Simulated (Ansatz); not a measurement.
The same path of ClF₄HHf (7 atoms, charge 0, multiplicity 1) was run twice with different band settings. Lost on the way: Hf1–Cl2, F6–H7. Made: Cl2–H7.

Theory: RKS PBE0-D4/def2-SVP in Ansatz 0.2.0.

Relaxed end points:

```xyz
7
Properties=species:S:1:pos:R:3
Hf -0.057 0.000 0.069
Cl 0.183 0.000 2.469
F 1.766 0.000 -0.450
F -0.692 1.601 -0.736
F -0.692 -1.601 -0.736
F -2.242 0.000 1.006
H -2.008 0.000 1.920
```

```xyz
7
Properties=species:S:1:pos:R:3
Hf -0.445 0.000 -0.525
Cl -0.189 0.000 3.496
F 1.330 0.000 0.150
F -0.683 1.541 -1.610
F -0.683 -1.541 -1.610
F -1.797 0.000 0.842
H -1.275 0.000 2.799
```

Common settings: movable images 9; climbing image yes; spring 5.0 eV/Å²; optimiser quadratic models (default); force threshold 0.05 eV/Å; end points relaxed.

| run | start path | iteration limit |
| --- | --- | --- |
| 1 | through a guess of the saddle point | 46 |
| 2 | straight line | 55 |

Q: What does each run give, and how far can it be trusted?

A: Run 1: converged after 12 iterations, highest image 0.346 eV above the first end. Beside the main top the profile has a ripple of under 15 meV (maxima at images 4, 9), which may be a very shallow well or noise. A structure lower than the last end lies on the path between it and the top, so the climb from that side starts below the end, which may itself be a saddle point or a shallow side well. A vibrational analysis at the climbing image gives one clearly imaginary mode, 288i cm⁻¹, and a faint second one (27i cm⁻¹) that may be numerical noise or a soft torsion: probably a first-order saddle point.
Run 2: converged after 10 iterations, highest image 0.346 eV above the first end. Beside the main top the profile has a ripple of under 15 meV (maxima at images 4, 9), which may be a very shallow well or noise. A structure lower than the last end lies on the path between it and the top, so the climb from that side starts below the end, which may itself be a saddle point or a shallow side well. Another band between the same ends (9 images) ends at a top of the same energy, where a vibrational analysis finds 1 clearly imaginary mode.
The orbitals stay closed-shell, which can raise the energy where a bond breaks towards radicals; this wasn't checked here.
